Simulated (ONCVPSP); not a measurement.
Bi (Z = 83), ONCV: configuration errors across variants

* Element: Bi
* Generator: ONCVPSP 4.0.1
* Type: optimised norm-conserving Vanderbilt (ONCV)
* Functional: PBE
* Relativity: scalar-relativistic
* Frozen core: [Kr] 4d10 4f14 5s2
* Valence charge: 21
* Reference configuration: 5p6 5d10 6s2 6p3
* Partial waves: 6s: rc 1.90 bohr, ncon 4, nbas 7, qcut 3.1 1/bohr, 2 projectors, debl 2.2 Ha; 5p+6p: rc 1.35 bohr, ncon 3, nbas 6, qcut 12.8 1/bohr, 3 projectors, debl 2.3 Ha; 5d: rc 2.00 bohr, ncon 4, nbas 9, qcut 8.4 1/bohr, 1 projector
* Local potential: polynomial inside 1.30 bohr (lpopt 5, dvloc0 3 Ha)
* Core correction: Teter function, fcfact 4.25, rcfact 1.8

All-electron excitation energies from the reference (eV): (1) 5p6 5d10 6s2 6p2 7.913; (2) 5p6 5d10 6s2 6p1 23.161; (3) 5p6 5d10 6s2 6p0 46.503; (4) 5p6 5d10 6s2 6p2.5 3.097.

2 further variants failed, have other tests or too few solved ones, and are left out.

A true bound ghost makes a file unfit for plane-wave use even where its test errors are small: the radial tests pick states by their node count and pass the ghost by.

Errors AE − PS in meV (a dash: test not solved or not reliable):

```csv
change,(1),(2),(3),(4),bound ghosts,GHOST(+) flags above zero
base,-3.7,-15,-41,-1.3,s,none
s: nbas 9,-3.7,-15,-41,-1.2,s,none
"core correction Teter function, fcfact 4, rcfact 1.8",-3.7,-15,-40,-1.2,s,none
core correction none,-3.2,-10,-22,-1.2,s,none
s: rc 1.74,-3.8,-15,-42,-1.3,s,none
p: debl 0.5,-3.7,-15,-41,-1.2,s,none
d: rc 1.32,-3.7,-14,-39,-1.2,s,none
```

Question: Give the same row for: local potential polynomial inside 1.30 bohr (lpopt 5, dvloc0 -1 Ha).

Answer: -3.8, -15, -41, -1.3; bound ghosts: s; GHOST(+) flags above zero: none.
